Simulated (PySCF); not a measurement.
H4BNO2 (SMILES NB(O)O), singlet, geometry from GFN2-xTB.

Input for PySCF:
```python
from pyscf import gto, scf
from pyscf.prop import polarizability

mol = gto.Mole()
mol.atom = '''
    B    -0.00451108    0.00087703   -0.00265988
    O    -0.89111470   -1.03890468   -0.12823650
    H    -1.69054821   -0.84152744   -0.61335532
    O    -0.21284169    1.25353294   -0.52269162
    H    -1.03575074    1.37156721   -0.99415805
    N     1.18524273   -0.23043173    0.69885716
    H     1.87840205    0.48010799    0.83058104
    H     1.40540437   -1.11853688    1.10565663
'''
mol.basis = '6-31g'
mol.verbose = 3
mol.build()

mf = scf.RHF(mol)
mf.kernel()
alpha = mf.Polarizability().polarizability()[2, 2]
print('alpha_zz =', alpha)
```

Task: Estimate the HOMO energy that HF/6-31G, polarisability run with PySCF returns for this input.

Result: -10.87 eV

Task: Estimate the HOMO-LUMO gap that HF/6-31G, polarisability returns for this input.

Result: 15.88 eV

Task: Predict the total energy from HF/6-31G, polarisability.

Result: -231.2449 Eh

Task: What nuclear repulsion energy does HF/6-31G, polarisability give?

Result: 116.9321 Eh

Task: What dipole moment does HF/6-31G, polarisability give?

Result: 1.78 D
